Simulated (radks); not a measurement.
The thulium ion Tm2+, configuration [Xe] 4f12 6s1 (not the ground configuration).

Method: scalar-relativistic Kohn-Sham, PBE, spin-unpolarised, spherical densities, finite nucleus; Fermi nuclear charge, rms radius 5.2256 fm; computed with a radial shooting solver on a logarithmic mesh with Libxc functionals.

Energy parts (eV):
| part | energy |
|---|---|
| total | -369125.45 |
| kinetic | 401132.58 |
| electron-nucleus | -905610.60 |
| Hartree | 143088.11 |
| exchange-correlation | -7735.54 |

Orbitals (lengths in bohr, moments of r in powers of bohr):
| orbital | occ. | eigenvalue (eV) | <r^2> | <1/r> | <r> |
|---|---|---|---|---|---|
| 1s | 2 | -59299.28 | 0.0005486 | 79.07 | 0.02001 |
| 2s | 2 | -10025.50 | 0.008517 | 18.42 | 0.08489 |
| 2p | 6 | -8855.854 | 0.006945 | 16.97 | 0.07541 |
| 3s | 2 | -2272.710 | 0.05581 | 6.800 | 0.2210 |
| 3p | 6 | -1918.411 | 0.05625 | 6.342 | 0.2203 |
| 3d | 10 | -1480.661 | 0.04687 | 6.009 | 0.1999 |
| 4s | 2 | -467.5107 | 0.2794 | 2.875 | 0.4975 |
| 4p | 6 | -350.9568 | 0.3170 | 2.628 | 0.5278 |
| 4d | 10 | -196.0640 | 0.3772 | 2.324 | 0.5701 |
| 4f | 12 | -26.6318 | 0.7417 | 1.747 | 0.7517 |
| 5s | 2 | -74.7521 | 1.645 | 1.097 | 1.209 |
| 5p | 6 | -47.2628 | 2.287 | 0.9184 | 1.420 |
| 6s | 1 | -17.1861 | 10.95 | 0.4042 | 3.130 |

The highest occupied level is 6s at -17.186 eV. Summed over all electrons, <r^2> = 44.08 bohr^2, which gives a Langevin (diamagnetic) susceptibility term of -34.9 x 10^-6 cm^3/mol. The density falls to 0.001 e/bohr^3 at r = 4.10 bohr. The electron density at the nucleus is 1.002e+06 e/bohr^3 (large components only).
